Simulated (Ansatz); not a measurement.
`F[Si](Cl)(Cl)[GeH3]` → 2 Cl• + F• + Ge• + 3 H• + Si•  (atomization)

Program: Ansatz. Geometries: PBE0-D4/def2-TZVP. ΔE: electronic, gas phase. CCSD(T)/CBS is the MP2 limit (def2-TZVPP, def2-QZVPP) plus CCSD(T) − MP2 in def2-TZVPP, frozen cores. This one scheme is used for every species, atoms too. Functionals use def2-TZVPP. No spin–orbit coupling; open shells (•) take unrestricted orbitals. Spin–orbit coupling would lower the free atoms: a little for Cl, F, Si; clearly for Ge. Bonds to Ge are less sure, by a few kJ/mol each and by 10 to 20 or more in all where they break to atoms, as the def2 sets lack core-valence functions. Scalar relativity is left out up to krypton.

CCSD(T)/CBS gives +606.0 kcal/mol.

Q: Another level gave +445.6 kcal/mol. Which?
A. HF/def2-TZVPP
B. CCSD/def2-TZVPP
C. r2SCANh/def2-TZVPP
D. PBE0/def2-TZVPP

A: A. HF/def2-TZVPP 445.6, CCSD/def2-TZVPP 577.9, PBE0 591.5, r2SCANh 601.0 kcal/mol.

Largest T1 diagnostic among the species: 0.012.

Leaving LDA and LC-ωPBE aside and taking each functional with its dispersion term where it has one, the values, not all of them listed here, spread over 30.6 kcal/mol, from BHLYP-D4 to B97M-V. LDA lies +87.6 kcal/mol from PBE without D4, its usual overbinding. From PBE to PBE0 (25 % exact exchange), in def2-TZVPP and without D4, ΔE moves by −6.2 kcal/mol: exact exchange takes away binding that semilocal exchange gives to molecules.

For atomizations the MP2-based limit and the directly extrapolated one differ by several kJ/mol either way, and by 10 to 25 for some Ge, Se and Sn compounds, so smaller differences from it don't rank the levels.
